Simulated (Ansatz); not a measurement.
CH6GeOSi can be A, `[SiH3][GeH]1[CH2][O]1`, or B, `[GeH3][SiH]1CO1`.

Program: Ansatz. Geometries: PBE0-D4/def2-TZVP. ΔE: electronic, gas phase. CBS: MP2 limit from def2 TZ/QZ plus the TZ coupled-cluster correction, frozen cores. DFT in def2-TZVPP. B3LYP here is the variant with VWN-RPA as its local correlation; programs differ in this. For Ge outer-core shells are correlated without core-valence functions, which leaves a few kJ/mol of doubt a bond. Scalar relativity is left out up to krypton.

A:

Z-matrix (Å, degrees):
```
Si
Ge 1 2.363
H 1 1.485 2 110.5
H 1 1.486 2 109.4 3 120.3
H 1 1.484 2 107.5 3 -120.3
C 2 1.913 1 120.9 3 119.2
O 2 1.848 1 110.0 3 71.5
H 2 1.534 1 121.6 3 -59.0
H 6 1.091 2 118.4 1 165.9
H 6 1.091 2 119.4 1 19.3
```

B:

```xyz
10

Ge    0.8667    1.6024   -0.0924
Si    0.1904   -0.6385   -0.4540
C    -1.0755   -1.4401    0.5660
O    -1.4371   -0.8899   -0.7417
H     0.9145    2.3767   -1.4189
H    -0.1270    2.2847    0.8578
H     2.2697    1.6293    0.5361
H     1.1147   -1.4751   -1.2602
H    -1.1612   -2.5241    0.6113
H    -1.5551   -0.9255    1.3961
```

(1) Which is lower in electronic energy at CCSD(T)/CBS, and by how much? (An estimate is asked.)

(2) Give E(B) − E(A) in kJ/mol with B2PLYP, B3LYP, CCSD(T)/def2-TZVPP, r2SCAN-D4, PBE0-D4, CCSD/def2-TZVPP, ωB97M-V. (An estimate is asked.)

Largest T1 diagnostic: 0.015.

Answers

(1) Computed: B, by 51.6 kJ/mol.

(2) Computed: B2PLYP -53.6, B3LYP -54.8, CCSD(T)/def2-TZVPP -52.7, r2SCAN-D4 -56.1, PBE0-D4 -57.1, CCSD/def2-TZVPP -56.9, ωB97M-V -61.3. None reverses the order clearly.

From PBE to PBE0 (25 % exact exchange), in def2-TZVPP and without D4, E(B) − E(A) moves by −6.5 kJ/mol. In def2-TZVPP, CCSD(T) changes the Hartree–Fock value by +15.1 kJ/mol (the triples alone add +4.1 kJ/mol) and MP2 by +16.4 kJ/mol.
